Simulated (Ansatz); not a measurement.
Harmonic frequencies (cm⁻¹) at PBE0-D4/def2-TZVP from Ansatz: 137, 184, 220, 251, 336, 420, 560, 627, 701, 901, 2710, 3964.

Each molecule was computed in one conformer, which needn't be the lowest.

Q: Which molecule is it?
A. `[CH3][Al]([I])[I]`
B. `[OH][Al]([SH])[Cl]`
C. `N#[C][AlH2]`
D. `O=C=[N][AlH2]`

A: B.
